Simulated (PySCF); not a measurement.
This PySCF input asks for the NMR shieldings of SMILES CC(C)(C)[SiH]1OCCO1, C₆H₁₄O₂Si; the geometry comes from PBE0-D3(BJ)/def2-SVP.

```python
import basis_set_exchange as bse
import numpy as np
from pyscf import gto, dft
from pyscf.prop import nmr

atoms = """
C    -1.956611    1.279991   -0.022437
C    -1.173843   -0.030553    0.099391
C    -1.900666   -1.003940    1.031379
C    -0.964097   -0.661811   -1.278573
Si    0.505943    0.359565    0.842288
O     1.399164    1.355150   -0.177131
C     2.697651    0.820012   -0.335510
C     2.594324   -0.698238   -0.130890
O     1.587671   -0.928547    0.835030
H    -1.442808    2.000066   -0.679039
H    -2.105846    1.762920    0.957507
H    -2.957168    1.090959   -0.449758
H    -1.346728   -1.949994    1.143486
H    -2.899597   -1.248045    0.628886
H    -2.047860   -0.578083    2.037521
H    -0.391676   -1.600584   -1.206847
H    -0.419882    0.018005   -1.952584
H    -1.935185   -0.897172   -1.747986
H     0.369384    0.902029    2.225474
H     3.080788    1.068143   -1.338298
H     3.383941    1.266020    0.409311
H     3.548289   -1.125934    0.217510
H     2.325505   -1.197549   -1.080812
"""
names = dict.fromkeys(["C", "Si", "O", "H"], "pcSseg-1")
basis = {el: gto.basis.parse(bse.get_basis(n, elements=[el], fmt="nwchem")) for el, n in names.items()}
mol = gto.M(atom=atoms, basis=basis, charge=0, verbose=0)
mf = dft.RKS(mol, xc="PBE0")
mf.grids.level = 2
mf.grids.alignment = dft.numint.BLKSIZE   # the property module wants whole blocks of grid points
mf.conv_tol = 1e-9
mf.kernel()

calc = nmr.RKS(mf)   # GIAO
C = mf.mo_coeff
Co = C[:, mf.mo_occ > 0]
resp = mf.gen_response(singlet=True, hermi=2)
def vind(x):   # induced exchange potential for any number of trial vectors
    d = np.einsum("pi,xij,qj->xpq", C, 2 * x.reshape(-1, C.shape[1], Co.shape[1]), Co, optimize=True)
    return np.einsum("xpq,pi,qj->xij", resp(d - d.transpose(0, 2, 1)), C, Co, optimize=True).ravel()
mo1, _ = nmr.rhf.solve_mo1(calc, with_cphf=vind)
sigma = calc.kernel(mo1)
for i, s in enumerate(sigma):   # ppm
    print("%2d %-2s %9.2f" % (i, mol.atom_pure_symbol(i), np.trace(s) / 3))
```

Task: What does it print?

Result: 
```
 0 C     160.72
 1 C     164.88
 2 C     160.20
 3 C     160.35
 4 Si    333.78
 5 O     292.35
 6 C     117.01
 7 C     116.99
 8 O     291.83
 9 H      30.16
10 H      30.35
11 H      30.56
12 H      30.16
13 H      30.51
14 H      30.32
15 H      30.27
16 H      30.19
17 H      30.64
18 H      26.46
19 H      27.34
20 H      27.40
21 H      27.35
22 H      27.44
```

These numbers come from an equivalent density-fitted implementation of the same equations, which agrees with the script to about 0.01 ppm for H and up to a few tenths of a ppm for heavy atoms, so last digits may differ.

Task: Turn these shieldings into chemical shifts. Scale: ¹³C (σ = 184.41 ppm), ²⁹Si (σ = 351.99 ppm), ¹H (σ = 31.27 ppm) vs TMS; ¹⁷O (σ = 334.56 ppm) against H2O (reference shieldings calculated alike).

Result: Averaging equivalent atoms: C 6/7: 67.4; C 0/2/3: 24.0; C 1: 19.5; Si 4: 18.2; O 5/8: 42.5; H 18: 4.81; H 20/21: 3.89; H 19/22: 3.88; H 9/10/11/12/13/14/15/16/17: 0.92 ppm. Experimental scales use liquid or dissolved standards, which lie at an offset from isolated H2O (liquid H2O: subtract about 36 ppm).

Size and cost of the density-fitted run: 230 basis functions, 49 s wall time on 1 thread of an Arm Neoverse V1, shared host; peak memory 1.2 GiB.
